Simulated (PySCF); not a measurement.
C4H11NSi, SMILES C[SiH2]N=C(C)C. Geometry optimised at PBE-D3(BJ)/def2-SVP. This is a generated structure with no PubChem entry under its InChIKey; it may be hypothetical. Other conformers were not sampled.

Computed equilibrium geometry at PBE-D3(BJ)/def2-SVP (PySCF confirms it by a frequency run) as Cartesian coordinates in Å (one conformer of several):
```xyz
17

C      2.5760    -0.4230    -0.9754
Si     1.3138    -0.6457     0.4054
N      0.0477     0.5452     0.1669
C     -1.2279     0.4726     0.0743
C     -2.0572    -0.7949     0.1792
C     -2.0305     1.7380    -0.1510
H      2.1329    -0.6791    -1.9590
H      3.4557    -1.0781    -0.8119
H      2.9200     0.6296    -1.0153
H      0.8790    -2.1008     0.4409
H      1.9383    -0.3305     1.7389
H     -2.7327    -0.7335     1.0591
H     -2.7149    -0.9058    -0.7086
H     -1.4281    -1.6987     0.2785
H     -2.6058     1.6721    -1.0994
H     -2.7779     1.8787     0.6590
H     -1.3566     2.6125    -0.1888
```
